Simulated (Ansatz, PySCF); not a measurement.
Dimer: NH3 (SMILES N) (first 4 atoms) with C3H8 (SMILES CCC); geometry from B3LYP-D3(BJ)/def2-TZVP, rigid monomers moved along the line of their centres of mass till H2···H11 is 2.68 Å.
(charge 0, multiplicity 1):
```xyz
15

N      0.296     0.129     0.484
H      0.134     0.824     1.204
H      0.965     0.520    -0.170
H     -0.577     0.003    -0.015
C      1.232     0.044     4.451
C     -0.251     0.406     4.483
C     -1.151    -0.775     4.127
H      1.861     0.902     4.698
H      1.453    -0.748     5.171
H      1.521    -0.318     3.462
H     -0.441     1.232     3.789
H     -0.516     0.786     5.474
H     -2.207    -0.495     4.143
H     -0.913    -1.156     3.132
H     -1.014    -1.595     4.836
```

Monomers are frozen at their geometry in the pair; levels with a basis set take the counterpoise correction.

Correlated levels freeze the cores.

Codes used: Ansatz (Gaussian basis) for Hartree–Fock, density functionals and correlated methods; PySCF for the dispersion terms. Values without a source in brackets are computed.

PBE/def2-TZVPPD gives -0.57 kcal/mol for the interaction energy.

### Question
Where do these levels fall relative to PBE: PBE-D3(BJ)/def2-TZVPPD, r2SCAN/def2-TZVPPD, PBE0/def2-TZVPPD, wB97M-V/def2-TZVPPD, MP2/aug-cc-pVDZ, CCSD(T)/aug-cc-pVDZ.

### Answer
PBE-D3(BJ)/def2-TZVPPD -0.79; r2SCAN/def2-TZVPPD -0.11; PBE0/def2-TZVPPD 0.09; wB97M-V/def2-TZVPPD -0.44; MP2/aug-cc-pVDZ -0.38; CCSD(T)/aug-cc-pVDZ -0.40 kcal/mol. 1 of 6 lie above PBE; the widest gap is to PBE-D3(BJ)/def2-TZVPPD.

Ansatz is an electronic-structure program.
